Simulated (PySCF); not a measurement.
4-tert-butylpyridine, C9H13N.
SMILES with atom numbers: `[CH3:1][C:2]([CH3:3])([CH3:4])[c:5]1[cH:6][cH:7][n:8][cH:9][cH:10]1`

Cartesian coordinates in Å at the GFN2-xTB level; atoms count from 1:
```
atom  x, y, z in Å
C1    -1.7018   -0.6936    1.0407
C2    -0.9560    0.0604   -0.0630
C3    -1.3792   -0.5210   -1.4191
C4    -1.3469    1.5429    0.0120
C5     0.5513   -0.0575    0.0730
C6     1.1758   -0.7733    1.0890
C7     2.5609   -0.8256    1.1329
N8     3.3476   -0.2293    0.2562
C9     2.7617    0.4534   -0.7132
C10    1.3897    0.5692   -0.8480
H11   -1.4735   -1.7568    1.0118
H12   -1.4477   -0.3017    2.0232
H13   -2.7745   -0.5770    0.8998
H14   -0.9303    0.0265   -2.2433
H15   -2.4607   -0.4696   -1.5250
H16   -1.0737   -1.5625   -1.4963
H17   -2.4279    1.6464   -0.0519
H18   -0.9022    2.1120   -0.7998
H19   -1.0135    1.9752    0.9533
H20    0.6111   -1.2907    1.8464
H21    3.0671   -1.3769    1.9156
H22    3.4311    0.9314   -1.4172
H23    0.9871    1.1449   -1.6670
```

Definitions: NICS(0) = −σiso at the ring centroid; NICS(1) = −σiso and NICS(1)zz = −σzz at ±1 Å along the ring normal z. Level: GIAO PBE0/pcSseg-1 (PySCF, non-relativistic, gas phase) on the GFN2-xTB geometry, one conformer.

Ring bond lengths (Å), with Mayer bond orders in brackets: C5–C6 1.391 (1.45), C6–C7 1.387 (1.39), C7–N8 1.320 (1.50), N8–C9 1.323 (1.47), C9–C10 1.384 (1.43), C10–C5 1.394 (1.37).

Problem. Give the NICS values of each ring in ppm.

Solution. 
| ring | type | NICS(0) | NICS(1), two faces | NICS(1)zz, two faces | rms pucker (Å) | centre to ring atoms, mean (Å) |
| --- | --- | --- | --- | --- | --- | --- |
| C5–C6–C7–N8–C9–C10 | 6-membered ring with N; formal bonds all aromatic | -7.5 | -11.3 / -11.3 | -27.9 / -27.9 | 0.00 | 1.37 |

Problem. What can be read from them?

Solution. 
- C5–C6–C7–N8–C9–C10: mean NICS(1)zz -27.9 ppm, shielded. The ring is flat and has no four-coordinate atom; by the NICS criterion it is aromatic.

Problem. How equal are the bonds by HOMA? HOMA takes Krygowski's 1993 parameters.

Solution. 
- C5–C6–C7–N8–C9–C10: HOMA 0.99; the largest term is that of C7–N8, α(R − Ropt)² = 0.02. The geometric and the magnetic index point the same way.

Problem. What field does 1 T along the ring normal induce along that normal at the second NICS(1) probe listed for ring C5–C6–C7–N8–C9–C10, 1 Å off the ring?

Solution. NICSzz × B0 = -27.9 ppm × 1 T = -28 μT, against the applied field.

Problem. What are the shieldings of the ring atoms and their hydrogens in the same run (means over atoms taken as equivalent)?

Solution. 
```csv
atoms,environment,σ isotropic (ppm),"principal values of the symmetric part, first atom (ppm)"
C5,substituted aromatic carbon,21.8,"-67.9, -39.7, 173.0"
C6 (×2),aromatic CH carbon,61.7,"-44.0, 59.0, 175.2"
C7 (×2),aromatic CH next to a ring nitrogen,31.0,"-79.0, 26.7, 144.2"
N8,pyridine-type nitrogen,-85.7,"-397.8, -167.5, 308.3"
H20 (×2),aromatic hydrogen,24.35,"20.2, 21.9, 31.3"
H21 (×2),aromatic hydrogen,22.80,"18.5, 22.4, 27.5"
```
